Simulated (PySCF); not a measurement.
Level of theory: PBE-D3(BJ)/def2-TZVP // PBE0-D4/def2-TZVP in PySCF. Isolated molecules, 0 K electronic values unless said otherwise. One relaxed conformer stands for a flexible species; it need not be the lowest. Excitations are Tamm–Dancoff values on a coarser integration grid. The basis has no diffuse functions, so Rydberg states are missing or too high.

Reference species (SMILES): `B=NBN` (neutral, multiplicity 1).

| Quantity | Value |
|---|---|
| LUMO | -1.23 eV |
| S1–T1 gap (TDA) | 0.66 eV |
| HOMO–LUMO gap | 5.28 eV |
| S1 excitation (TDA) | 5.46 eV |

Changed species: `N=BBN`.

What does the change do to the LUMO, S1–T1 gap (TDA), HOMO–LUMO gap and S1 excitation (TDA)?

the LUMO decreases by 0.55 eV, to -1.78 eV; the S1–T1 gap (TDA) falls by 0.15 eV, to 0.51 eV; the HOMO–LUMO gap decreases by 0.35 eV, to 4.93 eV; the S1 excitation (TDA) decreases by 0.47 eV, to 4.99 eV.
